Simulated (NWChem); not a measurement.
**CsCl (SMILES [Cl][Cs]): the vertical energy of the triplet above the singlet from total energies**

The species is CsCl (2 atoms), meant as a singlet with charge 0. As SMILES, `[Cl][Cs]`. Geometry: the measured bond length.

```xyz
2

Cl    0.0000    0.0000    0.0000
Cs    0.0000    0.0000    2.9063
```

Both states at this one shape; open shells run unrestricted unless said. 1 Eh = 27.2114 eV.

| level | program | singlet CsCl (Eh) | triplet CsCl (Eh) |
| --- | --- | --- | --- |
| TPSS/def2-TZVPP (core potential) | NWChem | -480.479496 | -480.298722 |
| B3LYP/def2-TZVPP (core potential) | NWChem | -480.473700 | -480.299270 |

Work out the vertical gap, second state less first, at each level.


1. TPSS/def2-TZVPP (core potential): -480.298722 − (-480.479496) = 0.180774 Eh = 4.92 eV.
2. B3LYP/def2-TZVPP (core potential): -480.299270 − (-480.473700) = 0.174430 Eh = 4.75 eV.

No measured value is set beside it here; the levels span 4.75 to 4.92 eV. Spin-orbit coupling, which splits open shells on such heavy atoms by tenths of an eV, is left out.
